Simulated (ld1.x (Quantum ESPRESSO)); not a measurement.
# Os (Z = 76): excitation energies, all-electron against TM semilocal

```
Element                 : Os (Z = 76)
Generator               : ld1.x (Quantum ESPRESSO) 7.5
Type                    : norm-conserving Troullier–Martins (semilocal form)
Functional              : PBE
Relativity              : scalar-relativistic
Frozen core             : [Kr] 4d10 4f14
Valence charge          : 16
Reference configuration : 5s2 5p6 5d6 6s2 6p0
Partial waves           : 5p (bound): rc 1.25 bohr; 5d (bound): rc 1.40 bohr; 5s (bound): rc 1.40 bohr
Local potential         : the s channel
Core correction         : a·sin(br)/r model core inside 0.75 bohr
```

Occupied shells without a wave of their own: 6s. They enter only through the test configuration that unscreens the potential, and ld1.x also counts them in the model core charge.

Energies are relative to the spin-unpolarised reference configuration 5s2 5p6 5d6 6s2 6p0; without spin polarisation the order of configurations can differ from experiment.

ld1.x takes every shell without a wave as core, so the model core holds the 6s electrons as well and exchange and correlation see them twice. This cancels in the reference configuration, but the file is broken for other ones, and its errors say nothing about a proper core correction.

| valence configuration | charge | ΔE all-electron (eV) | error AE − PS (meV) |
| --- | --- | --- | --- |
| 5s2 5p6 5d6 6s1 6p0 | +1 | 9.577 | -1214 |
| 5s2 5p6 5d6 6s0 6p0 | +2 | 26.491 | -3118 |
| 5s2 5p6 5d5 6s0 6p0 | +3 | 55.338 | -4296 |
| 5s2 5p6 5d6 6s1 6p1 | 0 | 5.057 | -989 |
| 5s2 5p6 5d5 6s2 6p1 | 0 | 6.105 | +20 |
| 5s2 5p5 5d6 6s2 6p0 | +1 | 56.916 | -108 |
| 5s1 5p6 5d6 6s2 6p0 | +1 | 98.226 | -247 |

These tests converged, but a pseudo level misses the all-electron one widely, so the file describes the atom poorly there or has found another state: 5s2 5p6 5d6 6s0 6p0: empty 6s by 2.3 eV.

The potential misses its own reference levels by up to 0.9 eV.
